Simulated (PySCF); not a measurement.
Compound: C4H4N2Si.
InChI=1S/C4H4N2Si/c5-3-1-2-4-6-7/h4H,7H3/b6-4+

The closed-shell ground state was solved at several levels (PySCF, density fitting, gas phase, non-relativistic). Isolated species at its PBE0-D3(BJ)/def2-SVP geometry, gas phase.

| level | basis functions | total energy (Eh) | HOMO (eV) | LUMO (eV) | gap (eV) | dipole (D) |
| --- | --- | --- | --- | --- | --- | --- |
| B97-D/pcSseg-1 | 146 | -553.4941 | -6.67 | -3.77 | 2.90 | 4.24 |
| PBE0/def2-SVP | 122 | -552.9966 | -8.04 | -2.92 | 5.12 | 4.23 |
| PBE0/pcSseg-2 | 315 | -553.3959 | -8.18 | -3.05 | 5.13 | 4.38 |
| PBE0/pcSseg-0 | 75 | -552.3334 | -7.93 | -2.93 | 5.00 | 5.03 |
| BP86/pcSseg-1 | 146 | -553.7256 | -6.78 | -3.98 | 2.80 | 4.27 |
| KT2/pcSseg-1 | 146 | -560.7872 | -6.82 | -3.84 | 2.98 | 4.25 |
| BLYP/pcSseg-1 | 146 | -553.6316 | -6.52 | -3.68 | 2.84 | 4.20 |
| PBE0/6-311+G(2d,p) | 221 | -553.3666 | -8.20 | -3.06 | 5.14 | 4.37 |

**Question.** What might PBE0/IGLO-III (294 basis functions) give for the same quantities?

**Answer.** Total energy -553.3935 Eh, HOMO -8.19 eV, LUMO -3.06 eV, gap 5.13 eV, dipole 4.34 D.

**Question.** How much does the basis alone move the frontier levels among the 5 PBE0 rows (the withheld one included)?

**Answer.** The HOMO by 0.27 eV and the LUMO by 0.14 eV. By rising basis size (HOMO, LUMO in eV): pcSseg-0 -7.93, -2.93; def2-SVP -8.04, -2.92; 6-311+G(2d,p) -8.20, -3.06; IGLO-III -8.19, -3.06; pcSseg-2 -8.18, -3.05.

**Question.** How far do the dipole and the HOMO energy spread over the levels?

**Answer.** The dipole runs from 4.20 to 5.03 D (mean 4.37 D) and the HOMO from -8.20 to -6.52 eV.

B97-D is run here without its empirical dispersion term; that term would change no orbital, density or response property at a fixed geometry.
